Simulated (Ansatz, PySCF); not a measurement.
Conformers of C9H12 (SMILES CCCc1ccccc1), B3LYP-D3(BJ)/def2-TZVP minima from an xTB search, which can miss the lowest.
Conformer 1 (charge 0, multiplicity 1):
```xyz
21

C     -3.2968    -0.4468    -0.3429
C     -1.7807    -0.5919    -0.4210
C     -1.0391     0.5163     0.3390
C      0.4571     0.3736     0.2593
C      1.1758     0.9544    -0.7854
C      2.5507     0.7838    -0.8897
C      3.2329     0.0249     0.0541
C      2.5293    -0.5583     1.1013
C      1.1545    -0.3839     1.2001
H     -3.8016    -1.2456    -0.8894
H     -3.6428    -0.4815     0.6931
H     -3.6233     0.5056    -0.7676
H     -1.4569    -0.5818    -1.4657
H     -1.4761    -1.5620    -0.0178
H     -1.3554     0.5026     1.3860
H     -1.3387     1.4872    -0.0661
H      0.6510     1.5501    -1.5235
H      3.0905     1.2466    -1.7063
H      4.3043    -0.1069    -0.0233
H      3.0523    -1.1473     1.8443
H      0.6129    -0.8393     2.0213
```

Correlated levels freeze the cores. CBS: X⁻³ extrapolation of the correlation energy, Hartree–Fock from the larger set. MP2 and its Hartree–Fock in cc-pVQZ, cc-pVTZ are density fitted. Rows in 6-31G* carry no dispersion term and start afresh at each structure (6-31G* with six Cartesian d functions).

Run with Ansatz (Gaussian orbitals); PySCF for 6-31G* rows. Values without a source in brackets are computed.

Electronic energies of 2 conformers above conformer 1 (kcal/mol):

```csv
level,conformer 1,conformer 2
PBE/def2-TZVPP,0.00,0.54
B3LYP/6-31G*,0.00,0.55
wB97M-V/def2-TZVPP,0.00,-0.08
"MP2/CBS(cc-pVTZ, cc-pVQZ) + ΔCCSD(T)/cc-pVDZ",0.00,0.00
```

Q: Give Boltzmann populations at 298.15 K for each level, counting each conformer once and leaving out zero-point, thermal and symmetry terms.

A: 
Weights exp(−E/RT) with RT = 0.5925 kcal/mol, divided by their sum:
- PBE/def2-TZVPP: 71 %, 29 %
- B3LYP/6-31G*: 72 %, 28 %
- wB97M-V/def2-TZVPP: 47 %, 53 %
- MP2/CBS(cc-pVTZ, cc-pVQZ) + ΔCCSD(T)/cc-pVDZ: 50 %, 50 %
The share of conformer 1 runs from 47 to 72 % over these levels.

Ansatz is a quantum-chemistry and plane-wave program.
